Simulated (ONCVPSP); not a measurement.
**Reading a pseudo-wave (I)**

Columns: radius, all-electron u(r) and pseudo u(r) of the 4p shell (level -147.95 eV) of iodine in the configuration [Ar] 3d10 4s2 4p6 4d10 5s2 5p3; PBE, scalar-relativistic, ONCV scheme, ONCVPSP 4.0.1.

```csv
r (bohr),all-electron,pseudo
0.068,0.4656,0.0301
0.135,-0.1664,0.1153
0.202,-0.6788,0.2471
0.270,-0.6486,0.4149
0.338,-0.2597,0.6000
0.405,0.2270,0.7816
0.473,0.6709,0.9484
0.540,0.9944,1.0816
0.608,1.1974,1.1763
0.675,1.2882,1.2252
0.742,1.2961,1.2304
0.810,1.2449,1.1952
0.878,1.1567,1.1270
0.945,1.0502,1.0361
1.013,0.9347,0.9298
1.080,0.8215,0.8204
1.148,0.7123,0.7121
1.215,0.6133,0.6132
1.283,0.5229,0.5227
1.350,0.4442,0.4441
1.418,0.3744,0.3743
1.485,0.3150,0.3150
1.553,0.2634,0.2633
1.620,0.2202,0.2201
1.688,0.1830,0.1829
1.755,0.1521,0.1521
```

Question: How many radial nodes do the two functions have?

Answer: The all-electron 4p function has n − l − 1 = 2; the pseudo-wave has 0, since the states of the same l below it are removed with the core.

Question: At about which radius was the pseudo-wave matched?

Answer: 1.20 bohr, where the columns begin to agree (steps of 0.07 bohr).

Question: Where does each function peak?

Answer: Outermost all-electron maximum near 0.74 bohr, pseudo maximum near 0.74 bohr (to the table’s step).

Question: Is the pseudo-wave norm-conserving?

Answer: Yes: the ONCV scheme keeps the norm inside the radius equal to the all-electron one, which fixes the energy derivative of the logarithmic derivative at the level.
